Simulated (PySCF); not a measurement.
**Circular dichroism: SMILES C=C(F)[Se][C@H]1C[C@H]1C, C₆H₉FSe**

Molfile (atoms numbered from 1):
```
C6H9FSe
     RDKit          3D

 17 17  0  0  0  0  0  0  0  0999 V2000
    2.8002   -1.6904    0.3728 C   0  0  0  0  0  0  0  0  0  0  0  0
    1.9292   -0.7015    0.4761 C   0  0  0  0  0  0  0  0  0  0  0  0
    1.2902   -0.4480    1.6288 F   0  0  0  0  0  0  0  0  0  0  0  0
    1.4593    0.5234   -0.9132 Se  0  0  0  0  0  2  0  0  0  0  0  0
   -0.0825    1.3232   -0.0420 C   0  0  1  0  0  0  0  0  0  0  0  0
   -1.2390    1.7715   -0.8863 C   0  0  0  0  0  0  0  0  0  0  0  0
   -1.3992    0.6056    0.0384 C   0  0  1  0  0  0  0  0  0  0  0  0
   -1.5765   -0.7803   -0.5233 C   0  0  0  0  0  0  0  0  0  0  0  0
    3.2971   -1.8765   -0.5612 H   0  0  0  0  0  0  0  0  0  0  0  0
    3.0303   -2.3232    1.2114 H   0  0  0  0  0  0  0  0  0  0  0  0
    0.2181    1.9501    0.7899 H   0  0  0  0  0  0  0  0  0  0  0  0
   -1.7098    2.7142   -0.6498 H   0  0  0  0  0  0  0  0  0  0  0  0
   -1.1984    1.5558   -1.9452 H   0  0  0  0  0  0  0  0  0  0  0  0
   -1.9568    0.7763    0.9530 H   0  0  0  0  0  0  0  0  0  0  0  0
   -2.6249   -0.9625   -0.7518 H   0  0  0  0  0  0  0  0  0  0  0  0
   -0.9975   -0.8980   -1.4379 H   0  0  0  0  0  0  0  0  0  0  0  0
   -1.2467   -1.5278    0.1967 H   0  0  0  0  0  0  0  0  0  0  0  0
  1  2  2  0
  2  3  1  0
  2  4  1  0
  4  5  1  0
  5  6  1  0
  6  7  1  0
  7  8  1  0
  7  5  1  0
  1  9  1  0
  1 10  1  0
  5 11  1  1
  6 12  1  0
  6 13  1  0
  7 14  1  1
  8 15  1  0
  8 16  1  0
  8 17  1  0
M  END
```

The calculation used TDDFT BHandHLYP/def2-SVPD circular dichroism and optical rotation, one conformer, gas phase (PySCF 2.14.0). Geometry: GFN2-xTB.

The molecule is flexible and this is one conformer; a measurement averages over conformers. The calculation is non-relativistic, which matters for the atoms heavier than Zn. States above about 7.2 eV (minus the energy of the highest occupied orbital) lie near or above the ionisation threshold and depend on the basis.

What are the CIP labels of the stereocentres?

C5 S, C7 R.

Which excitations and rotatory strengths does the calculation give?

Rotatory strengths R in 10⁻⁴⁰ esu² cm², velocity form and length form (origin at the centre of mass); f in length form.
| state | E (eV) | λ (nm) | f | R (velocity) | R (length) | main |
| --- | --- | --- | --- | --- | --- | --- |
| 1 | 4.73 | 262 | 0.004 | -9.4 | -8.3 | HOMO→LUMO 0.85 |
| 2 | 5.87 | 211 | 0.106 | -6.6 | -6.5 | HOMO→LUMO+1 0.87 |
| 3 | 5.95 | 208 | 0.129 | +28.3 | +29.0 | HOMO→LUMO+2 0.83 |
| 4 | 6.36 | 195 | 0.006 | +16.2 | +14.5 | HOMO→LUMO+3 0.56, HOMO→LUMO+4 0.21 |
| 5 | 6.70 | 185 | 0.016 | -5.9 | -5.7 | HOMO→LUMO+3 0.34, HOMO→LUMO+4 0.34 |
| 6 | 6.99 | 177 | 0.047 | -4.3 | -4.4 | HOMO→LUMO+6 0.35, HOMO→LUMO+4 0.18 |
| 7 | 7.22 | 172 | 0.024 | -18.5 | -19.7 | HOMO→LUMO+5 0.79 |
| 8 | 7.45 | 166 | 0.033 | +16.3 | +14.1 | HOMO−2→LUMO 0.39, HOMO−1→LUMO 0.19 |
| 9 | 7.52 | 165 | 0.126 | -19.7 | -18.8 | HOMO−1→LUMO 0.35, HOMO−2→LUMO 0.23 |
| 10 | 7.59 | 163 | 0.056 | -74.2 | -72.7 | HOMO→LUMO+7 0.54, HOMO−2→LUMO 0.14 |
| 11 | 7.72 | 161 | 0.012 | +0.3 | +0.2 | HOMO→LUMO+8 0.26, HOMO→LUMO+6 0.19 |
| 12 | 7.96 | 156 | 0.011 | -13.2 | -12.9 | HOMO→LUMO+9 0.32, HOMO−3→LUMO 0.22 |
| 13 | 7.99 | 155 | 0.003 | -0.6 | +1.6 | HOMO−3→LUMO 0.43, HOMO→LUMO+9 0.31 |
| 14 | 8.07 | 154 | 0.020 | +58.8 | +56.4 | HOMO→LUMO+10 0.45, HOMO→LUMO+8 0.08 |
| 15 | 8.16 | 152 | 0.234 | -58.1 | -57.9 | HOMO−1→LUMO+2 0.22, HOMO→LUMO+9 0.17 |
| 16 | 8.22 | 151 | 0.008 | +22.4 | +22.2 | HOMO−2→LUMO+2 0.21, HOMO−1→LUMO+2 0.17 |

For state 13 the two forms differ in sign, so the sign of R isn't settled.

Among the states computed, the strongest CD band (largest |R|) is state 10. The largest dissymmetry factor in size, g = 4R/(D+G), with D and G the electric and magnetic dipole strengths, is +0.035 for state 16 (velocity form, f = 0.008), among bands with |R| over 0.5. The mirror image has the same energies and oscillator strengths and all R with the opposite sign.
